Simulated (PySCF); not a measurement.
CrF4, SMILES [Cr]([F])([F])([F])[F] (connectivity only; charge and spin as stated), neutral, multiplicity 3. Geometry optimised at r2SCAN-D4/def2-SVP. The multiplicity is an assumed one; other spin states were not compared.

Method: r2SCAN-D4/def2-SVP run with PySCF.

Harmonic wavenumbers (cm⁻¹): 194, 194, 194, 198, 198, 730, 811, 811, 811. Rotational constants (GHz): 3.478, 3.478, 3.478; symmetry number 12.

**Question.** Work out the zero-point energy and the ideal-gas rigid-rotor harmonic-oscillator thermochemistry at 298.15 K and 1 atm.

**Answer.** ZPE = ½ Σ hcν = ½ × 4142 cm⁻¹ = 24.78 kJ/mol. H − E(el) = 43.00 kJ/mol. Entropy in J/(mol K): translation 169.26, rotation 89.96, vibration 49.10, spin 9.13, total 317.45. G − E(el) = -51.65 kJ/mol. Cp = 83.04 J/(mol K).
